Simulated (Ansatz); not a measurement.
Compare A (`[AlH2]/[CH]=C/B[SiH3]`) with its isomer B (`[AlH2][C]1([SiH3])BC1`).

Computed with Ansatz on PBE0-D4/def2-TZVP structures; ΔE is electronic, products minus reactants. CBS: MP2 limit from def2 TZ/QZ plus the TZ coupled-cluster correction, frozen cores. Functionals use def2-TZVPP. Each species was taken in one conformer, which may not be the lowest.

(1) Which is lower in electronic energy at CCSD(T)/CBS, and by how much? (Estimate.)

(2) Give E(B) − E(A) in kJ/mol with r2SCAN-D4, PBE-D4, MP2/def2-TZVPP, PBE0-D4, ωB97M-V, HF/def2-TZVPP, B2PLYP. (Best estimate.)

Largest T1 diagnostic: 0.013.

## Answers

(1) Ansatz gave: B, by 35.3 kJ/mol.

(2) The calculation gave: r2SCAN-D4 -46.4, PBE-D4 -39.8, MP2/def2-TZVPP -52.0, PBE0-D4 -47.0, ωB97M-V -45.8, HF/def2-TZVPP -3.0, B2PLYP -26.3. None reverses the order clearly.

From PBE to PBE0 (25 % exact exchange), in def2-TZVPP and without D4, E(B) − E(A) moves by −7.9 kJ/mol. In def2-TZVPP, CCSD(T) changes the Hartree–Fock value by −27.3 kJ/mol (the triples alone add −1.6 kJ/mol) and MP2 by −49.1 kJ/mol.
